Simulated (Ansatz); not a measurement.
C2H6GeS can be A, `S[CH]1[CH2][GeH2]1`, or B, `C=[C](S)[GeH3]`.

Isolated molecules relaxed with PBE0-D4/def2-TZVP in Ansatz; ΔE leaves out vibrations. CCSD(T)/CBS is the MP2 limit (def2-TZVPP, def2-QZVPP) plus CCSD(T) − MP2 in def2-TZVPP, frozen cores. DFT in def2-TZVPP. B3LYP here is the variant with VWN-RPA as its local correlation; programs differ in this. For Ge outer-core shells are correlated without core-valence functions, which leaves a few kJ/mol of doubt a bond. Scalar relativity is left out up to krypton. One conformer a species, not always the lowest.

A:

Z-matrix (Å, degrees):
```
C
C 1 1.528
Ge 1 1.953 2 66.4
S 1 1.782 2 114.4 3 -115.4
H 1 1.086 2 114.6 3 110.0
H 2 1.084 1 116.5 3 -112.3
H 2 1.085 1 116.2 3 109.7
H 3 1.523 1 117.7 2 104.0
H 3 1.520 1 117.2 2 -104.6
H 4 1.343 1 98.5 2 145.9
```

B:

```xyz
10

C    -0.647   -1.458    0.551
C    -0.415   -0.383   -0.200
S    -1.271   -0.164   -1.719
Ge    0.956    0.914    0.281
H    -1.399   -2.199    0.290
H    -0.081   -1.635    1.458
H    -1.053    1.153   -1.860
H     2.101    0.863   -0.742
H     1.475    0.588    1.689
H     0.335    2.322    0.251
```

Question: Which isomer does CCSD(T)/CBS put lower? Give the gap. (Estimate.)

Answer: The calculation gave: B, by 46.0 kJ/mol.

Question: Give E(B) − E(A) in kJ/mol with ωB97M-V, B3LYP, B3LYP-D4, CCSD(T)/def2-TZVPP, MP2/def2-TZVPP, r2SCAN-D4, PBE0-D4. (Estimate.)

Answer: The calculation gave: ωB97M-V -48.5, B3LYP -61.1, B3LYP-D4 -62.2, CCSD(T)/def2-TZVPP -52.4, MP2/def2-TZVPP -41.4, r2SCAN-D4 -47.9, PBE0-D4 -40.8. None reverses the order clearly.

Largest T1 diagnostic: 0.012.

In def2-TZVPP, CCSD(T) changes the Hartree–Fock value by +27.8 kJ/mol (the triples alone add +1.2 kJ/mol) and MP2 by +38.8 kJ/mol. From PBE to PBE0 (25 % exact exchange), in def2-TZVPP and without D4, E(B) − E(A) moves by +3.1 kJ/mol.
